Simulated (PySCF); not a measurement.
F3La, singlet, geometry from GFN2-xTB (such geometries of metal compounds can be far from the true shape) (core potentials on La). Base run: HF/def2-SV(P) in PySCF.

The PySCF input:
```python
from pyscf import gto, scf

mol = gto.Mole()
mol.atom = '''
    La    0.031016   -0.056518   -0.134807
    F    -1.708650   -0.894191    0.331449
    F    -0.051073    1.901421   -0.459249
    F     1.563287   -0.649281    0.981575
'''
mol.basis = 'def2-sv(p)'
mol.ecp = {'La': 'def2-sv(p)'}
mol.charge = 0
mol.spin = 0
mol.verbose = 4
mol.build()

mf = scf.RHF(mol)
mf.kernel()
mo_i, mo_e, stable_i, stable_e = mf.stability(internal=True, external=True, return_status=True, nroots=6, tol=1e-6)
print('internally stable:', stable_i, ' externally stable:', stable_e)
if not stable_e:
    umf = mf.to_uhf() if not hasattr(mf, 'xc') else mf.to_uks()
    umf.scf_summary = {}
    umf.kernel(umf.make_rdm1(mo_e, umf.mo_occ))
```

The bond that is stretched is that between atoms 3 and 1. A test that says stable can miss a lower solution.

The base run was repeated with changes; each row names its change, and settings that it needs were set with it.

| change | ΔE vs base (kcal/mol) | <S^2> | HOMO-LUMO gap (eV) | stability test says |
|---|---|---|---|---|
| base | 0.000 | 0.000 | 14.26 | stable |
| bond × 1.25 | -0.248 | 0.000 | 12.50 | stable |
| bond × 1.5 | 36.60 | 0.000 | 10.21 | stable |
| bond × 1.8 | 75.4 | 0.000 | 7.93 | stable |
| bond × 2.2 | 109.0 | 0.000 | 5.82 | stable |
| bond × 3.0 | 145.8 | 0.000 | 3.37 | external instability |

Where a bond breaks into two radicals, a solution with restricted orbitals usually stops being the lowest and lies too high; an unrestricted one lies lower at the price of spin contamination, which <S^2> shows.
